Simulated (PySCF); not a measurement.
Gas-phase reaction: 2 SiH3Br + 3 HCl → SiH2Br2 + SiHCl3 + 3 H2

Energies from PySCF, thermal terms from the rigid-rotor harmonic-oscillator model, ideal gas at 1 bar. Table values come from the NASA 1993 polynomials. † marks an energy on the PBE0/def2-TZVP geometry and frequencies; other levels use their own. CCSD(T) freezes the core. 6-31G* has spherical d functions here. All species are closed-shell singlets. B3LYP is the form with VWN-RPA correlation. Br: all electrons, no relativistic terms. CCSD(T) isn't extrapolated to the basis-set limit; its ΔH°(298 K) is -192.0 kJ in def2-SVP and -226.1 kJ in def2-TZVPP. The harmonic model lacks anharmonicity and excited electronic states, which grow with temperature; levels with a mode under 35 cm⁻¹ are left out. Soft modes under 120 cm⁻¹ make the harmonic entropy rough for SiH2Br2. The table's entry may be an old estimate for SiH3Br, SiH2Br2, SiHCl3 (not checked at source).

```csv
level,"ΔH°(298 K), kJ",minus table,"ΔG°(1200 K), kJ"
table,-253.2,-,-191.4
B3LYP/def2-TZVP†,-224.9,28.3,-164.0
BLYP/def2-TZVP†,-226.5,26.7,-165.6
CCSD(T)/def2-TZVPP†,-226.1,27.1,-165.2
HF/6-31G*,-197.8,55.4,-134.4
PBE0/def2-QZVP†,-226.5,26.7,-165.5
LDA/def2-TZVP†,-248.1,5.1,-187.1
```
